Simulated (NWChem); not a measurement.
Correlation energy of BF (+1)

```xyz
2

B      0.0000     0.0000     0.7809
F      0.0000     0.0000    -0.4338
```
Charge +1, spin multiplicity 2.

Program: NWChem. All single points use one geometry, from UPBE0/def2-SVP, a minimum by its harmonic frequencies.

Basis set: cc-pVQZ. Each correlation energy counts from its own Hartree-Fock reference.

The correlated methods keep 2 core orbitals frozen. This spin state was chosen for the runs; another may lie lower. The structure started from a generated list of species. The unpaired electrons of the parent sit in orbitals of symmetry a1 (C2v labels of the run); other states weren't searched. The stability of the SCF solutions was not checked. Open-shell Hartree-Fock references start from PBE0 orbitals. No row is a measurement; the coupled-cluster row has its own basis-set and correlation limits.

```json
[
 {"method": "URI-MP2", "correlation energy (mHa)": "-315.6"},
 {"method": "UMP2", "correlation energy (mHa)": "-315.6"},
 {"method": "SCS-UMP2", "correlation energy (mHa)": "?"},
 {"method": "CCSD on ROHF", "correlation energy (mHa)": "-315.7"},
 {"method": "CCSD[T] on ROHF", "correlation energy (mHa)": "?"},
 {"method": "CCSD(T) on ROHF", "correlation energy (mHa)": "?"}
]
```

Complete the blanks.


- SCS-UMP2, correlation energy (mHa): -308.4
- CCSD[T] on ROHF, correlation energy (mHa): -328.2
- CCSD(T) on ROHF, correlation energy (mHa): -327.0
